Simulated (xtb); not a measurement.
Input for xtb: GFN-FF on C2H6O3 (a complex), monomers drawn apart or pushed together.

```
$ xtb mol.xyz --gfnff --sp --chrg 0 --uhf 0
11

C     -0.18959984    -0.35027155     0.18298513
O      0.48929812    -0.80551941     1.35222821
H     -0.90401098     0.44544238     0.41406080
H     -0.72878482    -1.20179257    -0.22782492
H      0.51964067     0.01102285    -0.56553982
H      0.93739835    -0.05470029     1.77985290
O      0.78400874     1.02833557     4.23697933
C     -0.02639042     0.39420743     4.87427335
O     -0.68212481    -0.67349733     4.44877196
H     -0.31040483     0.64769860     5.90340760
H     -0.39375880    -0.86478578     3.51255309
```

The log:

```
[...]
           -------------------------------------------------
          |                Calculation Setup                |
           -------------------------------------------------



molecular fragmentation (1/2 indicates fragments):
11111122222
# atoms in fragment 1/2:     6     5
 fragment masses (1/2) :       32.04       46.03
CMA distance (Bohr)    :   7.170
constraining FC (au)   :  0.0500

          ==================== Thresholds ====================
          CN  :   150.00000
          rep :   500.00000
          disp:  2500.00000
          HB1 :   250.00000
          HB2 :   450.00000

          Pauling EN used:
          Z : 1  EN :  2.20
          Z : 6  EN :  2.55
          Z : 8  EN :  3.44
          electric field strengths (au): 0.000

           -------------------------------------------------
          |           Force Field Initialization            |
           -------------------------------------------------

          distances ...
          ----------------------------------------
          generating topology and atomic info file ...
          pair mat ...
          computing topology distances matrix with Floyd-Warshall algo ...
          making topology EEQ charges ...
          #fragments for EEQ constrain: 2
          ----------------------------------------
          generating topology and atomic info file ...
          pair mat ...
          computing topology distances matrix with Floyd-Warshall algo ...
          making topology EEQ charges ...
          rings ...
          # BATM   10
          # H in HB   3
          doing iterative Hueckel for 1 subsystem(s) ...

  atom   neighbors  erfCN metchar sp-hybrid imet pi  qest     coordinates
    1  C       4    3.48   0.00         3    0    0   0.048   -0.358292   -0.661917    0.345792
    2  O       2    1.91   0.00         3    0    0  -0.432    0.924639   -1.522211    2.555341
    3  H       1    0.97   0.00         0    0    0   0.051   -1.708333    0.841764    0.782462
    4  H       1    0.97   0.00         0    0    0   0.051   -1.377204   -2.271059   -0.430527
    5  H       1    0.97   0.00         0    0    0   0.051    0.981979    0.020830   -1.068715
    6  H       1    0.97   0.01         0    0    0   0.232    1.771426   -0.103369    3.363435
    7  O       1    0.98   0.00         2    0    1  -0.303    1.481562    1.943273    8.006731
    8  C       3    2.78   0.00         2    0    1   0.234   -0.049871    0.744944    9.211042
    9  O       2    1.91   0.00         3    0    1  -0.371   -1.289029   -1.272725    8.406961
   10  H       1    0.97   0.00         0    0    0   0.130   -0.586580    1.223973   11.155824
   11  H       1    0.97   0.01         0    0    0   0.309   -0.744096   -1.634208    6.637763

          #atoms :   11
          #bonds :   9
          #angl  :   11
          #tors  :   6
          #nmol  :   2
          #optfrag :   2
           -------------------------------------------------
          |                   G F N - F F                   |
          |          A general generic force-field          |
          |                  Version 1.0.3                  |
           -------------------------------------------------
          Number of HB bonds (bound hydrogen)     30
          Number of HB bonds (unbound hydrogen)   24
          Number of XB bonds                      0

 E+G (total)                   0 d,  0 h,  0 min,  0.000 sec
 distance/D3 list               ...        0 min,  0.000 sec (  0.625%)
 non bonded repulsion           ...        0 min,  0.000 sec ( 15.389%)
 dCN                            ...        0 min,  0.000 sec (  7.865%)
Note: The following floating-point exceptions are signalling: IEEE_UNDERFLOW_FLAG IEEE_DENORMAL
normal termination of xtb
 EEQ energy and q               ...        0 min,  0.000 sec (  8.556%)
 D3                             ...        0 min,  0.000 sec (  9.864%)
 EEQ gradient                   ...        0 min,  0.000 sec (  2.262%)
 bonds                          ...        0 min,  0.000 sec (  6.625%)
 bend and torsion               ...        0 min,  0.000 sec (  8.644%)
 bonded ATM                     ...        0 min,  0.000 sec (  2.566%)
 HB/XB (incl list setup)        ...        0 min,  0.000 sec ( 33.437%)

         :::::::::::::::::::::::::::::::::::::::::::::::::::::
         ::                     SUMMARY                     ::
         :::::::::::::::::::::::::::::::::::::::::::::::::::::
         :: total energy              -1.555704011102 Eh    ::
         :: gradient norm              0.042369960273 Eh/a0 ::
         ::.................................................::
         :: bond energy               -1.458718923572 Eh    ::
         :: angle energy               0.002452181452 Eh    ::
         :: torsion energy             0.000014516386 Eh    ::
         :: repulsion energy           0.093299209852 Eh    ::
         :: electrostat energy        -0.186512132310 Eh    ::
         :: dispersion energy         -0.002839927846 Eh    ::
         :: HB energy                 -0.003357663774 Eh    ::
         :: XB energy                  0.000000000000 Eh    ::
         :: bonded atm energy         -0.000041271290 Eh    ::
         :: external energy            0.000000000000 Eh    ::
         :: add. restraining           0.000000000000 Eh    ::
         :: total charge               0.000000000000 e     ::
         :::::::::::::::::::::::::::::::::::::::::::::::::::::

           -------------------------------------------------
          |                Property Printout                |
           -------------------------------------------------

molecular dipole:
                 x           y           z       tot (Debye)
 q only:       -0.502       0.117      -0.250       1.456

           -------------------------------------------------
          | TOTAL ENERGY               -1.555704011102 Eh   |
          | GRADIENT NORM               0.042369960273 Eh/α |
           -------------------------------------------------
########################################################################
[WARNING] Runtime exception occurred
-1- gfnff_setup: Could not read topology file.
########################################################################

------------------------------------------------------------------------
------------------------------------------------------------------------
 total:
 SCF:
```

The run finished.

Cost: very roughly 0.06 core-seconds.
